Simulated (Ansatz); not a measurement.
## Ansatz (development build ahead of 0.2.0) run

```yaml
crystal:
  periodic: [false, false, false]
  atoms:
    - { symbol: H, position_ang: [0.0, 0.0, -0.50659] }
    - { symbol: H, position_ang: [0.0, 0.0, 0.50659] }
basis:
  gaussian: { orbitals: def2-TZVP }
total_charge: 1
magnetization:
  spin_polarized: true
  initial_magnetization: 1
hamiltonian:
  xc: hf
```

The input is written out in the form of the current development build from the run's settings.

Output:

```json
{
  "Converged": "yes",
  "Total energy": "-0.60075 hartree",
  "Spin squared of the determinant": "0.750"
}
```

Caution: the charge can sit on one fragment and break the point group.
